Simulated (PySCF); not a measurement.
Record of a relaxation.

Species: C3H9GeN.
Atom-mapped SMILES: `[CH2:1]=[CH:2][CH2:3][GeH2:4][NH2:5]` (hydrogens: H6, H7 on C1; H8 on C2; H9, H10 on C3; H11, H12 on Ge4; H13, H14 on N5)

Computed by this run: PBE0-D3(BJ)/def2-SVP geometry optimisation, gas phase (PySCF); density fitting, grid level 1; the optimiser is geomeTRIC in internal coordinates, started from a GFN2-xTB structure with every atom displaced at random (about 0.01 Å). 5 of its 7 geometries are shown. The frame can shift and turn from step to step; on so coarse a grid that alone can change the energy by a few meV, and forces under 0.02 eV/Å are noise.

Step 0: E = -61242.2513 eV, largest atomic force 2.347 eV/Å
```
atom  x, y, z in Å  |  force x, y, z in eV/Å
C1     -2.143    0.149    0.931   -0.782   0.832   1.118
C2     -1.175    0.656    0.202    1.220   0.331  -0.768
C3     -0.579   -0.026   -0.973    1.545   0.284   1.100
Ge4     1.236   -0.806   -0.488   -1.825  -0.131   0.038
N5      2.210    0.522    0.206   -1.269   1.790   0.835
H6     -2.629   -0.765    0.686   -0.409  -1.071  -0.288
H7     -2.553    0.700    1.777   -0.001   0.017   0.193
H8     -0.712    1.620    0.460   -0.181  -0.041   0.116
H9     -1.217   -0.807   -1.313   -0.684  -1.026  -0.562
H10    -0.395    0.688   -1.762    0.136   0.359  -0.671
H11     1.022   -1.999    0.459   -0.139  -0.190   0.171
H12     1.986   -1.283   -1.677    0.505  -0.362  -0.954
H13     3.145    0.317    0.426    1.628  -0.369   0.295
H14     1.798    1.020    1.014    0.257  -0.422  -0.623
```

Step 2: E = -61242.4754 eV, largest atomic force 0.279 eV/Å
```
atom  x, y, z in Å  |  force x, y, z in eV/Å
C1     -2.132    0.149    0.965   -0.013   0.041   0.059
C2     -1.152    0.648    0.205   -0.025  -0.061  -0.006
C3     -0.552   -0.020   -0.983   -0.011  -0.013  -0.051
Ge4     1.211   -0.768   -0.546    0.100   0.120   0.050
N5      2.150    0.616    0.260   -0.116  -0.247   0.055
H6     -2.605   -0.814    0.743    0.022   0.017  -0.029
H7     -2.501    0.691    1.839    0.000  -0.001   0.012
H8     -0.713    1.616    0.480   -0.014  -0.008  -0.013
H9     -1.190   -0.837   -1.358    0.009   0.031   0.016
H10    -0.391    0.699   -1.803   -0.005  -0.013  -0.008
H11     1.021   -2.007    0.366   -0.014  -0.011   0.003
H12     1.979   -1.190   -1.816    0.026   0.045   0.016
H13     3.128    0.384    0.433   -0.043   0.026  -0.041
H14     1.736    0.822    1.170    0.084   0.072  -0.061
```

Step 3: E = -61242.4795 eV, largest atomic force 0.221 eV/Å
```
atom  x, y, z in Å  |  force x, y, z in eV/Å
C1     -2.142    0.159    0.978    0.048  -0.115  -0.099
C2     -1.164    0.633    0.200    0.087   0.199   0.038
C3     -0.555   -0.027   -0.990   -0.069  -0.033   0.081
Ge4     1.210   -0.769   -0.543   -0.050   0.040   0.084
N5      2.148    0.593    0.269   -0.028   0.001   0.084
H6     -2.615   -0.803    0.757   -0.067  -0.037   0.038
H7     -2.499    0.708    1.854    0.025  -0.010  -0.054
H8     -0.721    1.601    0.467    0.019   0.034   0.001
H9     -1.185   -0.842   -1.372   -0.049  -0.068  -0.022
H10    -0.393    0.695   -1.805   -0.005   0.018   0.002
H11     1.017   -2.020    0.352   -0.024  -0.024  -0.005
H12     1.996   -1.159   -1.805    0.052  -0.015  -0.073
H13     3.129    0.373    0.416    0.058   0.010  -0.026
H14     1.762    0.848    1.177    0.002   0.000  -0.049
```

Step 4: E = -61242.4822 eV, largest atomic force 0.111 eV/Å
```
atom  x, y, z in Å  |  force x, y, z in eV/Å
C1     -2.138    0.149    0.965   -0.003   0.071   0.070
C2     -1.161    0.652    0.206   -0.027  -0.086  -0.041
C3     -0.561   -0.022   -0.980    0.087   0.069  -0.004
Ge4     1.202   -0.771   -0.532   -0.073  -0.012   0.007
N5      2.158    0.582    0.266    0.038   0.064   0.044
H6     -2.605   -0.814    0.732   -0.002  -0.014   0.002
H7     -2.508    0.683    1.844   -0.013  -0.003  -0.004
H8     -0.725    1.623    0.475   -0.004  -0.015   0.006
H9     -1.199   -0.837   -1.354   -0.032  -0.036   0.006
H10    -0.400    0.694   -1.802    0.014   0.001  -0.021
H11     0.999   -2.020    0.365   -0.016  -0.005  -0.013
H12     1.990   -1.163   -1.795    0.023  -0.026  -0.037
H13     3.143    0.366    0.392    0.043   0.005  -0.023
H14     1.793    0.868    1.171   -0.036  -0.012   0.010
```

Step 6: E = -61242.4838 eV, largest atomic force 0.026 eV/Å
```
atom  x, y, z in Å  |  force x, y, z in eV/Å
C1     -2.135    0.155    0.973    0.004  -0.019  -0.017
C2     -1.160    0.647    0.202    0.005   0.023   0.008
C3     -0.560   -0.025   -0.984   -0.008   0.004  -0.008
Ge4     1.204   -0.770   -0.538    0.019   0.007   0.002
N5      2.153    0.585    0.273   -0.010  -0.015   0.010
H6     -2.603   -0.810    0.753   -0.012   0.002   0.013
H7     -2.501    0.701    1.846    0.005  -0.002  -0.004
H8     -0.724    1.619    0.466    0.001   0.002  -0.005
H9     -1.196   -0.844   -1.356    0.002   0.003   0.009
H10    -0.400    0.690   -1.807   -0.005  -0.006  -0.002
H11     0.997   -2.026    0.349   -0.003  -0.003  -0.001
H12     1.994   -1.160   -1.804    0.002   0.003   0.008
H13     3.142    0.378    0.397   -0.008   0.007  -0.010
H14     1.778    0.850    1.182    0.009  -0.007  -0.005
```

**Question.** Summarise the path.

**Answer.** The energy falls by 22.43 kJ/mol from step 0 to step 6; nine tenths of that is first reached at step 2. It falls at every step. The largest force goes from 2.347 to 0.026 eV/Å. Among the bonds C3–Ge4 changes most, from 2.035 to 1.966 Å; the atoms move by 0.088 Å rms after alignment.

**Question.** Follow the three bonds and two angles with the largest change from start to end.

**Answer.** 
```csv
step,E above end (kJ/mol),largest force (eV/Å),C3–Ge4 (Å),Ge4–H12 (Å),Ge4–N5 (Å),Ge4–N5–H14 (°),Ge4–N5–H13 (°)
0,22.43,2.347,2.035,1.484,1.787,116.4,116.7
1,3.18,0.596,1.972,1.560,1.872,105.8,112.8
2,0.81,0.279,1.964,1.543,1.856,109.4,112.9
3,0.41,0.221,1.966,1.537,1.843,112.6,113.3
4,0.15,0.111,1.968,1.540,1.838,113.9,113.7
5,0.03,0.032,1.966,1.543,1.842,113.3,113.8
6,0.00,0.026,1.966,1.543,1.843,113.2,113.9
```

What follows is the cost of the whole optimisation. On Arm Neoverse V2, one thread, on a shared host, this took 57 s and 0.52 GiB of memory at its peak.
